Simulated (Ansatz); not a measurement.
Coupled-cluster run, `C[O][GeH]([F])[Cl]`.

```yaml
crystal:
  periodic: [false, false, false]
  atoms:
    - {symbol: C, position_ang: [0.195947, 1.086507, 0.908809]}
    - {symbol: O, position_ang: [-0.331221, -0.219485, 0.770310]}
    - {symbol: Ge, position_ang: [-0.133761, -1.125836, -0.708046]}
    - {symbol: F, position_ang: [-1.270196, -2.404053, -0.565318]}
    - {symbol: Cl, position_ang: [-0.705156, 0.071165, -2.378199]}
    - {symbol: H, position_ang: [1.291067, 1.092688, 0.862348]}
    - {symbol: H, position_ang: [-0.194387, 1.764593, 0.143372]}
    - {symbol: H, position_ang: [-0.108828, 1.454493, 1.889325]}
    - {symbol: H, position_ang: [1.256534, -1.720071, -0.922601]}
basis:
  gaussian: {orbitals: def2-TZVPP}
correlation: {method: ccsd_t}
output: {orbitals: {seedname: orbitals}}
```

```sh
$ ansatz run in.yaml --threads 4 --pin off --events-out ev --progress --plain --max-ram 10444MiB
```

Log, shortened:

```
Functional definition: HF
  name "HF"
  cite "Fock, Z. Phys. 61, 126 (1930) doi:10.1007/BF01340294"
  parent pbe
  exchange = exact_x
  correlation = 0
1477 factors; integrals over basis functions are off by at most 1.1e-3 eV
mean field evaluation 1: about -74815.8660 eV, gradient 4.3e1 eV
mean field evaluation 2: about -74816.0871 eV, gradient 4.4e1 eV
mean field evaluation 4: about -74819.7188 eV, gradient 3.6e0 eV
mean field evaluation 8: about -74819.7712 eV, gradient 3.1e-1 eV
mean field -74819.77151683 eV, -2749.5758885808 hartree, gradient 4.2e-6 eV, S^2 0.000000; 0 other end points of the search recorded, 0 dependent functions left out
17 core orbitals not correlated: weight in the atoms' cores, before any rotation towards them, 1.000 or more for the frozen orbitals, at most 0.000 for the correlated occupied ones
reference -74819.77151683 eV, -2749.5758885808 hartree; 21, 21 occupied and 201, 201 virtual orbitals, 1477 factors
second order -29.87765241 eV of doubles, -0.00000000 eV of singles
cycle   1  -29.77891755 eV  change    9.9e-2 eV  update   1.2e-1
cycle   2  -30.49870014 eV  change   -7.2e-1 eV  update   3.5e-2
cycle   3  -30.65588726 eV  change   -1.6e-1 eV  update   1.7e-2
cycle   4  -30.63919933 eV  change    1.7e-2 eV  update   3.8e-3
cycle   5  -30.63634091 eV  change    2.9e-3 eV  update   1.7e-3
cycle   6  -30.63750967 eV  change   -1.2e-3 eV  update   5.3e-4
cycle   7  -30.63732105 eV  change    1.9e-4 eV  update   2.1e-4
cycle   8  -30.63721636 eV  change    1.0e-4 eV  update   6.3e-5
cycle   9  -30.63724092 eV  change   -2.5e-5 eV  update   2.3e-5
perturbative correction -1.11962055 eV, -0.0411452962 hartree
Total energy: -74851.52837829 eV, -2750.7429317139 hartree
```

It took 4.2 min on 4 threads of an Arm Neoverse V1 on a shared host, with 4.8 GiB of host memory at the peak.

The correlation energy is -31.757 eV, 3.5 % of it from (T); the T1 diagnostic reads 0.0115.
